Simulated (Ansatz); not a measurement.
Consider the cleavage of the Ga–Ge bond: `[GaH2][GeH3]` + `N#CO` → `N#C[O][GaH2]` + GeH₄.

Gas-phase electronic energies from Ansatz, PBE0-D4/def2-TZVP geometries. CCSD(T)/CBS is the MP2 limit (def2-TZVPP, def2-QZVPP) plus CCSD(T) − MP2 in def2-TZVPP, frozen cores. This one scheme is used for every species. Functionals use def2-TZVPP. For Ga, Ge outer-core shells are correlated without core-valence functions, which leaves a few kJ/mol of doubt a bond. Scalar relativity is left out up to krypton. One conformer a species, not always the lowest.

Question: Is it downhill or uphill in electronic energy at CCSD(T)/CBS, and by how much? (An estimate is asked.)

Answer: Ansatz gave: Downhill: ΔE = -16.4 kcal/mol.

Question: What do these levels give: revPBE-D4, r2SCAN0-D4, PBE-QIDH, MP2/def2-SVP, MP2/def2-TZVPP, CCSD/def2-TZVPP? (Estimate.)

Answer: The calculation gave: revPBE-D4 -15.2, r2SCAN0-D4 -16.6, PBE-QIDH -16.5, MP2/def2-SVP -20.1, MP2/def2-TZVPP -18.5, CCSD/def2-TZVPP -17.2 kcal/mol.

Largest T1 diagnostic among the species: 0.015.

In def2-TZVPP, CCSD(T) changes the Hartree–Fock value by +3.3 kcal/mol (the triples alone add −0.1 kcal/mol) and MP2 by +2.1 kcal/mol. At CCSD(T), def2-SVP lies −2.5 kcal/mol from the extrapolated value and def2-TZVPP −0.8 kcal/mol.
